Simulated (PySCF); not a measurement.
C2H9NSi3, SMILES [SiH2]1[Si@@H]([SiH3])CN=C1.

Geometry: B3LYP-D3(BJ)/def2-SVP. The structure was generated by enumeration; whether it is a known compound was not checked. The values are those of a single conformer.

Method: TDA-CAM-B3LYP/def2-SVPD in PySCF.

Vertical excitations. Isolated molecule, no solvent.

```csv
state,energy (eV),λ (nm),f,main pairs
S1,4.04,307,0.000,HOMO→LUMO 91 %
S2,5.85,212,0.008,"HOMO→LUMO+3 29 %, HOMO→LUMO+2 23 %, HOMO→LUMO+1 19 %, HOMO→LUMO+5 7 %"
S3,5.92,209,0.026,"HOMO→LUMO+1 65 %, HOMO→LUMO+5 10 %, HOMO→LUMO+4 10 %"
S4,6.18,201,0.013,"HOMO−1→LUMO 49 %, HOMO→LUMO+2 38 %"
S5,6.31,197,0.056,"HOMO→LUMO+3 28 %, HOMO−1→LUMO 28 %, HOMO→LUMO+2 27 %"
S6,6.60,188,0.109,"HOMO→LUMO+4 52 %, HOMO→LUMO+3 10 %, HOMO−2→LUMO 9 %"
T1,3.26,381,0,HOMO→LUMO 85 %
T2,4.57,271,0,"HOMO−3→LUMO 37 %, HOMO−2→LUMO 35 %"
```
Triplets are in the Tamm–Dancoff approximation.
